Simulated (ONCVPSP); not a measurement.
**iron (Fe): excitation energies, all-electron against ONCV**

ONCVPSP 4.0.1 input, shortened (lines: element, Z, core and valence counts, functional; n l f; lmax; l rc ep ncon nbas qcut; lloc lpopt rc5 dvloc0; l nproj debl; icmod fcfact rcfact), PBE, scalar-relativistic:

```
  Fe 26.00    3    4        4      upf
    1    0    2.00
    2    0    2.00
    2    1    6.00
    3    0    2.00
    3    1    6.00
    3    2    6.00
    4    0    1.00
    2
    0    1.10    0.00    5    9   12.00
    1    1.40    0.00    3    6   12.50
    2    1.25    0.00    5   10   12.30
    4    3    0.85   -1.00
    0    2    0.80
    1    2    0.90
    2    2    3.70
    4    0.60    0.00
```

In the p channel the program set the typed energies aside and used -2.520, 0.250 Ha.

Energies are relative to the spin-unpolarised reference configuration 3s2 3p6 3d6 4s1; without spin polarisation the order of configurations can differ from experiment.

```csv
valence configuration,charge,ΔE all-electron (eV),error AE − PS (meV)
3s2 3p6 3d6 4s0,+2,16.203,-15
3s2 3p6 3d5 4s0,+3,50.426,-49
3s2 3p6 3d7 4s1,0,-9.521,-4.3
```

Task: What are ΔE and the potential's error for 3s2 3p6 3d6 4s2?

Result: ΔE = -8.729 eV all-electron; the error (AE − PS) is -3.1 meV.

Levels in the configuration 3s2 3p6 3d6 4s2:

```json
{"level": "3s", "all-electron (eV)": "-94.018", "pseudo (eV)": "-94.021"}
{"level": "3p", "all-electron (eV)": "-60.043", "pseudo (eV)": "-60.048"}
{"level": "3d", "all-electron (eV)": "-7.505", "pseudo (eV)": "-7.502"}
{"level": "4s", "all-electron (eV)": "-5.292", "pseudo (eV)": "-5.287"}
```
